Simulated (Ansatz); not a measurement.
`[NH2][Ga]([OH])[OH]` and `C[CH2][Ga]([OH])[OH]` differ in one atom or group.

Ansatz, PBE0-D4/def2-TZVP geometries, multiplicity 1. Each molecule was computed in one conformer, which needn't be the lowest.

Scalar relativity is left out up to krypton.

| property | `[NH2][Ga]([OH])[OH]` |
| --- | --- |
| LUMO energy (PBE0/def2-TZVPP) / eV | -0.47 |
| LUMO energy (B3LYP/def2-TZVPP) / eV | -0.85 |
| HOMO energy (PBE0/def2-TZVPP) / eV | -7.58 |
| HOMO energy (B3LYP/def2-TZVPP) / eV | -7.33 |
| HOMO–LUMO gap (ωB97M-V/def2-TZVPP) / eV | 11.17 |
| HOMO energy (ωB97M-V/def2-TZVPP) / eV | -9.99 |

(1) Give the same properties after the change, and the shifts. (An estimate is asked.)

## Answers

(1) Computed: 
| property | `C[CH2][Ga]([OH])[OH]` | shift |
| --- | --- | --- |
| LUMO energy (PBE0/def2-TZVPP) / eV | -0.22 | 0.25 |
| LUMO energy (B3LYP/def2-TZVPP) / eV | -0.59 | 0.26 |
| HOMO energy (PBE0/def2-TZVPP) / eV | -8.24 | -0.66 |
| HOMO energy (B3LYP/def2-TZVPP) / eV | -8.05 | -0.72 |
| HOMO–LUMO gap (ωB97M-V/def2-TZVPP) / eV | 11.86 | 0.69 |
| HOMO energy (ωB97M-V/def2-TZVPP) / eV | -10.48 | -0.49 |

With PBE0 the HOMO falls by 0.66 eV and the LUMO rises by 0.25 eV, so the gap widens by about 0.91 eV. PBE moves the HOMO by -0.70 eV and ωB97M-V by -0.49 eV. The zero-point energy changes by 103.7 kJ/mol with +12 modes.

B3LYP here is the variant with VWN-RPA as its local correlation; programs differ in this.
